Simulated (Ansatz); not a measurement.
Two isomers of H8N2O3Si2: A = `N[SiH2]O[Si](N)(O)O`, B = `N[SiH](O)[Si](N)(O)O`.

Computed with Ansatz on PBE0-D4/def2-TZVP structures; ΔE is electronic, products minus reactants. CCSD(T)/CBS is the MP2 limit (def2-TZVPP, def2-QZVPP) plus CCSD(T) − MP2 in def2-TZVPP, frozen cores. DFT in def2-TZVPP. B3LYP here is the variant with VWN-RPA as its local correlation; programs differ in this. Each species was taken in one conformer, which may not be the lowest.

A:

```xyz
15

N     0.891   -0.746    1.786
Si    1.221   -1.362    0.201
O     0.565   -0.386   -0.933
Si   -0.508    0.850   -0.818
N    -2.043    0.148   -0.580
O    -0.462    1.747   -2.179
O    -0.116    1.810    0.444
H     1.663   -0.640    2.425
H     0.071   -1.072    2.276
H     2.696   -1.373    0.047
H     0.653   -2.720    0.018
H    -2.350   -0.566   -1.222
H    -2.811    0.753   -0.335
H     0.327    2.271   -2.323
H     0.203    1.286    1.193
```

B:

Z-matrix (Å, degrees):
```
Si
O 1 1.671
Si 1 2.341 2 99.5
N 1 1.706 2 117.5 3 118.3
H 1 1.492 2 107.4 3 -123.8
H 2 0.959 1 118.3 3 175.0
N 3 1.707 1 122.1 2 -136.1
O 3 1.649 1 102.2 2 103.3
O 3 1.646 1 106.4 2 -17.8
H 4 1.005 1 124.3 2 85.1
H 4 1.007 1 121.0 2 -78.6
H 7 1.006 3 121.4 1 -65.7
H 7 1.006 3 120.0 1 84.0
H 8 0.961 3 116.0 1 179.6
H 9 0.962 3 113.1 1 20.4
```

(1) Which isomer does CCSD(T)/CBS put lower? Give the gap. (Best estimate.)

(2) Give E(B) − E(A) in kcal/mol with MP2/def2-TZVPP, CCSD/def2-TZVPP, HF/def2-TZVPP, ωB97M-V, B3LYP, CCSD(T)/def2-TZVPP, B3LYP-D4. (Best estimate.)

Largest T1 diagnostic: 0.012.

Answers

(1) Ansatz gave: A, by 36.9 kcal/mol.

(2) Ansatz gave: MP2/def2-TZVPP 38.7, CCSD/def2-TZVPP 38.6, HF/def2-TZVPP 43.1, ωB97M-V 37.7, B3LYP 35.6, CCSD(T)/def2-TZVPP 37.9, B3LYP-D4 36.0. None reverses the order clearly.

In def2-TZVPP, CCSD(T) changes the Hartree–Fock value by −5.2 kcal/mol (the triples alone add −0.7 kcal/mol) and MP2 by −4.4 kcal/mol. From PBE to PBE0 (25 % exact exchange), in def2-TZVPP and without D4, E(B) − E(A) moves by +3.2 kcal/mol.
